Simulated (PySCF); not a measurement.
Adding and removing an electron: GeTe

PBE0; basis Ge def2-TZVPPD, Te def2-TZVPPD with ECP28; scalar-relativistic core potentials; PySCF 2.14. Neutral (UKS): singlet (closed shell), Re = 2.337 Å, ωe = 335 cm⁻¹, De = 4.40 eV, HOMO -7.11 eV, LUMO -2.62 eV.

GeTe⁺ (UKS): doublet (π ↑), Re = 2.486 Å, ωe = 271 cm⁻¹, De = 3.40 eV to Ge⁺ + Te. The energies at the minima are -2344.81179 hartree for GeTe and -2344.48330 for GeTe⁺.

Problem. Work out the adiabatic ionisation energy, without and with harmonic zero-point energies (1 hartree = 27.2114 eV, 1 eV = 8065.5 cm⁻¹), and the change of the bond length.

Solution. At PBE0: 0.32849 hartree = 8.939 eV between the minima; the zero-point term (271.0 − 335.0)/2 cm⁻¹ = -0.004 eV makes it 8.935 eV. Re changes by +14.9 pm against the neutral. Minus the HOMO energy is 7.11 eV, -1.83 eV from the value between the minima; self-interaction puts the Kohn–Sham level too high, less so with exact exchange. The electron leaves a π orbital, and the longer bond of the ion fits a bonding orbital, or a change in how ionic the bond is.

GeTe⁻ (UKS): doublet (π ↑), Re = 2.462 Å, ωe = 268 cm⁻¹, De = 3.37 eV to Ge + Te⁻. The energies at the minima are -2344.81179 hartree for GeTe and -2344.84828 for GeTe⁻.

Problem. Work out the adiabatic electron affinity, without and with harmonic zero-point energies (1 hartree = 27.2114 eV, 1 eV = 8065.5 cm⁻¹), and the change of the bond length.

Solution. At PBE0: 0.03649 hartree = 0.993 eV between the minima; the zero-point term (335.0 − 268.0)/2 cm⁻¹ = +0.004 eV makes it 0.997 eV. Re changes by +12.5 pm against the neutral. The electron enters a π orbital, and the longer bond of the ion fits an antibonding orbital, or a change in how ionic the bond is.

These are scalar-relativistic numbers at best; spin–orbit coupling would shift them, the dissociation energy most. For an ion De counts to the pair picked by the measured ionisation energies or electron affinities, which need not be the lowest pair at this level. The highest Kohn–Sham level is positive in this anion. Much of that is self-interaction error, but it also means that the finite basis helps to hold the extra electron. States were picked by a PBE0 search and need not be the measured ground states.
